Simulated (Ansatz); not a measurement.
`[CH3][AlH][c]1ccccc1` and `CCSc1ccccc1` differ in one atom or group.

Ansatz, PBE0-D4/def2-TZVP geometries, multiplicity 1. Each molecule was computed in one conformer, which needn't be the lowest.

| property | `[CH3][AlH][c]1ccccc1` |
| --- | --- |
| HOMO–LUMO gap (B3LYP/def2-TZVPP) / eV | 5.55 |
| LUMO energy (ωB97M-V/def2-TZVPP) / eV | 0.34 |
| HOMO energy (B3LYP/def2-TZVPP) / eV | -7.07 |
| size of the dipole moment (ωB97M-V/def2-TZVPP) / D | 0.75 |
| size of the dipole moment (B3LYP/def2-TZVPP) / D | 0.78 |
| LUMO energy (PBE/def2-TZVPP) / eV | -2.12 |

Q: Give the same properties after the change, and the shifts. (An estimate is asked.)

A: Computed: 
| property | `CCSc1ccccc1` | shift |
| --- | --- | --- |
| HOMO–LUMO gap (B3LYP/def2-TZVPP) / eV | 5.34 | -0.21 |
| LUMO energy (ωB97M-V/def2-TZVPP) / eV | 1.68 | 1.34 |
| HOMO energy (B3LYP/def2-TZVPP) / eV | -5.81 | 1.26 |
| size of the dipole moment (ωB97M-V/def2-TZVPP) / D | 1.40 | 0.65 |
| size of the dipole moment (B3LYP/def2-TZVPP) / D | 1.39 | 0.61 |
| LUMO energy (PBE/def2-TZVPP) / eV | -1.19 | 0.93 |

With PBE0 the HOMO rises by 1.28 eV and the LUMO rises by 1.05 eV, so the gap narrows by about 0.23 eV. PBE moves the HOMO by 1.32 eV and ωB97M-V by 1.35 eV. Dipoles are sizes alone; their direction can turn.

B3LYP here is the variant with VWN-RPA as its local correlation; programs differ in this.
